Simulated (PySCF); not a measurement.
CF3O2S, SMILES O=[S](=O)C(F)(F)F, multiplicity 2. Coordinates come from a B3LYP-D3(BJ)/def2-SVP optimisation. The isomer is the one that the SMILES or the coordinates give; other isomers of the formula were not compared.

Computed equilibrium geometry at B3LYP-D3(BJ)/def2-SVP (PySCF confirms it by a frequency run) as Cartesian coordinates in Å, and its point group:
point group Cs.
```xyz
7

O      1.4886    -0.2066     1.2992
S      1.0328     0.3401     0.0000
O      1.4886    -0.2066    -1.2992
C     -0.8839    -0.0074     0.0000
F     -1.0902    -1.3102     0.0000
F     -1.4015     0.5389    -1.0848
F     -1.4015     0.5389     1.0848
```
Charge 0, spin multiplicity 2.
